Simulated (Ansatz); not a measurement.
`[NH2][GeH2][OH]` + H–F → `[OH][GeH2][F]` + NH₃  (ligand exchange at a Ge–N bond)

Isolated molecules relaxed with PBE0-D4/def2-TZVP in Ansatz; ΔE leaves out vibrations. CCSD(T)/CBS adds triple-zeta CCSD(T) − MP2 to the extrapolated MP2 energy (def2 sets, frozen cores). This one scheme is used for every species. For Ge outer-core shells are correlated without core-valence functions, which leaves a few kJ/mol of doubt a bond. Scalar relativity is left out up to krypton. One conformer a species, not always the lowest.

```
             level  ΔE (eV)
SCS-MP2/def2-TZVPP    -0.70
   CCSD/def2-TZVPP    -0.68
```

What does CCSD(T)/CBS give? (Estimate.)

The calculation gave: -0.63 eV. The listed levels differ from it by -0.07, -0.05 eV.

Largest T1 diagnostic among the species: 0.012.

From BLYP to BHLYP (50 % exact exchange), in def2-TZVPP and without D4, ΔE moves by +0.05 eV. In def2-TZVPP, CCSD(T) changes the Hartree–Fock value by +0.16 eV (the triples alone add +0.01 eV) and MP2 by +0.18 eV. Leaving LDA and LC-ωPBE aside and taking each functional with its dispersion term where it has one, the values, not all of them listed here, spread over 0.15 eV, from B97M-V to PBE-QIDH. LDA lies +0.10 eV from PBE without D4.
